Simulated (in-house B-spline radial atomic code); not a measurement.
## Ionising the cadmium ion Cd²⁶⁺ with different functionals

Computed with an all-electron radial atomic-structure program (B-spline basis): scalar-relativistic (spin-free X2C) Hamiltonian, Fermi nucleus of rms radius 4.6087 fm, spin-polarised at highest spin, spherical fractional occupations for the functionals. The ionisation energy is the difference of two self-consistent energies, [Ar] 3d4 → [Ar] 3d3, without Breit or QED terms; ε is the level of the shell that loses the electron (its least bound occupied spin orbital). There is no spin-orbit coupling in this Hamiltonian.

Hybrids are left out here: with spherical fractional occupations of an open shell their exact exchange keeps a self-interaction that integer-occupation calculations don't have.

```tsv
method	rung	ΔSCF (eV)	-ε(3d) (eV)
LDA PW92	LDA	?	?
LDA VWN5	LDA	?	?
PBEsol	GGA	1401.37	1364.11
revTPSS	meta-GGA	1401.26	1364.13
```

(1) What does LDA PW92 give?

(2) What does LDA VWN5 give?

(3) Among the functionals, which spreads more, the ΔSCF values or the orbital energies?

(4) How do they compare with the NIST value?

Answers

(1) ΔSCF 1401.55 eV, and -ε(3d) = 1364.26 eV.

(2) ΔSCF 1401.57 eV, and -ε(3d) = 1364.27 eV.

(3) The ΔSCF values: ΔSCF values span about 0.31 eV and the orbital energies 0.15 eV.

(4) NIST lists 1401 eV ± 4 (tabulated theory, ground level to ground level). Errors run from +0.26 to +0.57 eV; all lie within about twice that uncertainty, so the table can't rank the methods.
